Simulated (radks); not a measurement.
Results of a calculation; reference values are marked as such.
Valence configurations of Sb III (all share [Kr]). Code: a radial shooting solver on a logarithmic mesh with Libxc functionals. Model: Dirac Kohn-Sham, PBEsol, spin-unpolarised, spherical densities, finite nucleus; open shells are shared between the two j in proportion to 2j + 1; Fermi nuclear charge, rms radius 4.6802 fm. Energies are relative to 4d10 5s2 5p1; eigenvalues in eV.

[
 {"valence": "4d10 5s2 5p1", "E (eV)": "0.000", "e(4d3/2)": "-52.562", "e(4d5/2)": "-51.308", "e(5p1/2)": "-20.740", "e(5p3/2)": "-19.849", "e(5s1/2)": "-29.494"},
 {"valence": "4d9 5s2 5p2", "E (eV)": "34.001", "e(4d3/2)": "-59.189", "e(4d5/2)": "-57.874", "e(5p1/2)": "-22.719", "e(5p3/2)": "-21.707", "e(5s1/2)": "-32.061"},
 {"valence": "4d9 5s1 5p3", "E (eV)": "44.078", "e(4d3/2)": "-60.478", "e(4d5/2)": "-59.159", "e(5p1/2)": "-23.366", "e(5p3/2)": "-22.329", "e(5s1/2)": "-32.813"},
 {"valence": "4d10 5p3", "E (eV)": "18.948", "e(4d3/2)": "-55.269", "e(4d5/2)": "-54.006", "e(5p1/2)": "-22.128", "e(5p3/2)": "-21.190", "e(5s1/2)": "-"},
 {"valence": "4d8 5s2 5p3", "E (eV)": "72.740", "e(4d3/2)": "-65.778", "e(4d5/2)": "-64.403", "e(5p1/2)": "-24.575", "e(5p3/2)": "-23.439", "e(5s1/2)": "-34.483"},
 {"valence": "4d10 5s1 5p2", "E (eV)": "9.412", "e(4d3/2)": "-53.936", "e(4d5/2)": "-52.678", "e(5p1/2)": "-21.453", "e(5p3/2)": "-20.539", "e(5s1/2)": "-30.318"},
 {"valence": "4d8.5 5s2 5p2.5", "E (eV)": "52.773", "e(4d3/2)": "-62.487", "e(4d5/2)": "-61.143", "e(5p1/2)": "-23.660", "e(5p3/2)": "-22.586", "e(5s1/2)": "-33.288"},
 {"valence": "4d8 5s1 5p4", "E (eV)": "83.464", "e(4d3/2)": "-66.996", "e(4d5/2)": "-65.616", "e(5p1/2)": "-25.172", "e(5p3/2)": "-24.012", "e(5s1/2)": "-35.179"},
 {"valence": "4d10 5s1.5 5p1.5", "E (eV)": "4.690", "e(4d3/2)": "-53.254", "e(4d5/2)": "-51.998", "e(5p1/2)": "-21.101", "e(5p3/2)": "-20.199", "e(5s1/2)": "-29.912"},
 {"valence": "4d8.5 5s0.5 5p4", "E (eV)": "68.422", "e(4d3/2)": "-64.353", "e(4d5/2)": "-63.002", "e(5p1/2)": "-24.580", "e(5p3/2)": "-23.469", "e(5s1/2)": "-34.360"}
]

NIST lists [Kr] 4d10 5s2 5p1 as the ground configuration; this level of theory agrees among the configurations tried. The energies are those of spherical spin-averaged densities, not of single terms.
